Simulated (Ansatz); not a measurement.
`F[CH2][AlH][GeH3]` + `F/C=C(\F)C(F)F` → `[F][AlH][GeH3]` + `FC/C=C(/F)C(F)F`  (formal exchange of groups at the Al–C bond)

Isolated molecules relaxed with PBE0-D4/def2-TZVP in Ansatz; ΔE leaves out vibrations. CCSD(T)/CBS is the MP2 limit (def2-TZVPP, def2-QZVPP) plus CCSD(T) − MP2 in def2-TZVPP, frozen cores. Double bonds are as drawn, so ΔE can hold a change between cis and trans. Functionals use def2-TZVPP. B3LYP here is the variant with VWN-RPA as its local correlation; programs differ in this. For Ge outer-core shells are correlated without core-valence functions, which leaves a few kJ/mol of doubt a bond. Scalar relativity is left out up to krypton. Each species was taken in one conformer, which may not be the lowest.

Question: Is it downhill or uphill in electronic energy at CCSD(T)/CBS, and by how much? (An estimate is asked.)

Answer: Ansatz gave: Downhill: ΔE = -66.8 kcal/mol.

Question: What do these levels give: PBE-D4, r2SCAN-D4, PBE0-D4, ωB97X-V, ωB97M-V, B2PLYP, B3LYP, HF/def2-TZVPP, HF/def2-QZVPP, MP2/def2-QZVPP, MP2/CBS(def2), CCSD/CBS(def2)? (Best estimate.)

Answer: Computed: PBE-D4 -61.0, r2SCAN-D4 -64.2, PBE0-D4 -62.8, ωB97X-V -63.9, ωB97M-V -64.2, B2PLYP -65.9, B3LYP -63.6, HF/def2-TZVPP -66.1, HF/def2-QZVPP -66.5, MP2/def2-QZVPP -69.6, MP2/CBS(def2) -69.8, CCSD/CBS(def2) -67.0 kcal/mol.

Largest T1 diagnostic among the species: 0.013.

From PBE to PBE0 (25 % exact exchange), in def2-TZVPP and without D4, ΔE moves by −1.8 kcal/mol.
